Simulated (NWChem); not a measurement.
System meant: WNH2O2Cl; SMILES [O]=[W](=[O])([NH2])[Cl]

The following NWChem deck was run.

```
start job
memory heap 200 mb stack 900 mb global 1100 mb
geometry units angstroms noautoz
  W      0.023453    -0.180646     0.000000
  O      0.865041    -0.678483    -1.393337
  O      0.865041    -0.678483     1.393337
  Cl    -0.218874     2.100893     0.000000
  N     -1.678652    -1.087098     0.000000
  H     -2.127916    -1.448546    -0.838497
  H     -2.127916    -1.448546     0.838497
end
basis spherical
  W library def2-svp
  O library def2-svp
  Cl library def2-svp
  N library def2-svp
  H library def2-svp
end
dft
  xc b3lyp
  iterations 150
  mulliken
end
task dft energy
```

End of the output:

```
          Convergence Information
          -----------------------
          Convergence aids based upon iterative change in
          total energy or number of iterations.
          Levelshifting, if invoked, occurs when the
          HOMO/LUMO gap drops below (HL_TOL):  1.00D-02
          DIIS, if invoked, will attempt to extrapolate
          using up to (NFOCK): 10 stored Fock matrices.

                    Damping( 0%)  Levelshifting(0.5)       DIIS
                  --------------- ------------------- ---------------
          dE  on:    start            ASAP                start
          dE off:    2 iters        150 iters           150 iters

      Screening Tolerance Information
      -------------------------------
          Density screening/tol_rho:  1.00D-10
          AO Gaussian exp screening on grid/accAOfunc:  14
          CD Gaussian exp screening on grid/accCDfunc:  20
          XC Gaussian exp screening on grid/accXCfunc:  20
          Schwarz screening/accCoul:  1.00D-08

      Superposition of Atomic Density Guess
      -------------------------------------

      charge =      74.0 W (Tungsten)

      symmetry species            s     p     d     f
      number of basis functions = 7     6     5     1
      number of cont. functions = 6     3     2     1
      number of closed shells   = 6     4     2     1
      number of open shells     = 0     0     1     0
      open shell occupation     = 0     0     4     0
 ------------------------------------------------------------------------
 atomscf:atomd: error in atom scf                   0
 ------------------------------------------------------------------------
 ------------------------------------------------------------------------
  current input line :
    24: task dft energy
 ------------------------------------------------------------------------
 ------------------------------------------------------------------------
 This error has not yet been assigned to a category
 ------------------------------------------------------------------------
 For more information see the NWChem manual at https://nwchemgit.github.io

0:atomscf:atomd: error in atom scf:Received an Error in Communication
```

Problem. Find the fault in this run and fix the input.

Solution. The run crashed. Cause: the def2 basis of a heavy element holds valence functions alone and wants its effective core potential (without it all electrons must fit into that basis). This input runs:
```
start job
memory heap 200 mb stack 900 mb global 1100 mb
geometry units angstroms noautoz
  W      0.023453    -0.180646     0.000000
  O      0.865041    -0.678483    -1.393337
  O      0.865041    -0.678483     1.393337
  Cl    -0.218874     2.100893     0.000000
  N     -1.678652    -1.087098     0.000000
  H     -2.127916    -1.448546    -0.838497
  H     -2.127916    -1.448546     0.838497
end
basis spherical
  * library def2-svp
end
ecp
  W library def2-ecp
end
dft
  xc b3lyp
  iterations 150
  mulliken
end
task dft energy
```
It converges to -733.62234 Ha (B3LYP/def2-SVP with def2 effective core potentials on W).
